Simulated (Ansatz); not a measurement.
Results of the Gaussian-basis code of Ansatz.

Basis-set series for FGaH, SMILES `[F][GaH]` radical. Total charge 0; spin multiplicity 2. The geometry is a stationary point of PBE0-D4/def2-TZVP.

| functional | basis | functions | energy (Eh) | HOMO (eV) | LUMO (eV) |
| --- | --- | --- | --- | --- | --- |
| PBE0-D4 | def2-SVP | 51 | -2024.61383 | -6.40 | -3.05 |
| PBE0-D4 | def2-QZVPP | 176 | -2025.03882 | -6.50 | -3.13 |
| ωB97M-V | def2-SVP | 51 | -2024.82981 | -8.39 | -1.34 |
| ωB97M-V | def2-QZVPP | 176 | -2025.25470 | -8.53 | -1.50 |

**Question.** Give the rows for def2-TZVPP. (An estimate is asked.)

**Answer.** The calculation gave: 
| functional | basis | functions | energy (Eh) | HOMO (eV) | LUMO (eV) |
| --- | --- | --- | --- | --- | --- |
| PBE0-D4 | def2-TZVPP | 93 | -2024.98881 | -6.48 | -3.10 |
| ωB97M-V | def2-TZVPP | 93 | -2025.20633 | -8.48 | -1.40 |

HOMO and LUMO are taken over both spins. Scalar relativity is left out up to krypton.
